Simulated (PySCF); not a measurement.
## Orbital picture of GaN

UHF at R = 2.036 Å; Ga aug-cc-pVDZ-PP with ECP10, N aug-cc-pVDZ; scalar-relativistic core potentials (PySCF 2.14). State: ³Σ⁻ (triplet), unpaired electrons π ↑↑. Only the outer orbitals are listed, counted within each symmetry, core potentials removing the inner ones.

| spin | orbital | occ. | ε (eV) | on Ga (%) | main shells (%) |
| --- | --- | --- | --- | --- | --- |
| α | 5σ | 1 | -29.08 | 8 | 92 N s |
| α | 6σ | 1 | -13.92 | 42 | 54 N p, 42 Ga s |
| α | 3π | 1 | -13.36 | 3 | 97 N p |
| α | 3π | 1 | -13.36 | 3 | 97 N p |
| α | 7σ | 1 | -9.24 | 70 | 52 Ga s, 29 N p, 17 Ga p |
| α | 4π | 0 | 0.43 | 108 | 108 Ga p |
| α | 4π | 0 | 0.43 | 108 | 108 Ga p |
| α | 8σ | 0 | 0.94 | 96 | 85 Ga p, 10 N s, 9 Ga s |
| β | 5σ | 1 | -21.76 | 8 | 90 N s |
| β | 6σ | 1 | -12.60 | 64 | 64 Ga s, 29 N p |
| β | 7σ | 1 | -8.12 | 54 | 42 N p, 31 Ga p, 23 Ga s |
| β | 3π | 0 | 0.10 | 97 | 96 Ga p |
| β | 3π | 0 | 0.10 | 97 | 96 Ga p |
| β | 8σ | 0 | 0.97 | 97 | 83 Ga p, 12 Ga s, 10 N s |

Q: Which are the highest filled and the lowest empty level, where do they sit, and how wide is the gap?

A: Highest filled β 7σ at -8.12 eV (in %: 42 N p, 31 Ga p, 23 Ga s); lowest empty β 3π at 0.10 eV (in %: 96 Ga p); the gap at UHF is 8.22 eV. An empty level above zero is unbound, and its energy depends on the basis.

```json
{
 "bond order (Mayer)": "0.57",
 "⟨S²⟩": "2.031",
 "charge on Ga (Mulliken, basis-dependent)": "0.58",
 "charge on Ga (Löwdin, basis-dependent)": "0.58",
 "dipole moment (positive dipole means Ga(−)N(+))": "-2.18 D",
 "polarisability along the bond": "54.4 bohr³",
 "polarisability across the bond": "50.6 bohr³"
}
```

Shares are Mulliken populations and can fall outside 0 to 100 %.

Spin–orbit coupling is left out. The state is the lowest determinant that a PBE0 search found; another state may lie lower at other levels.
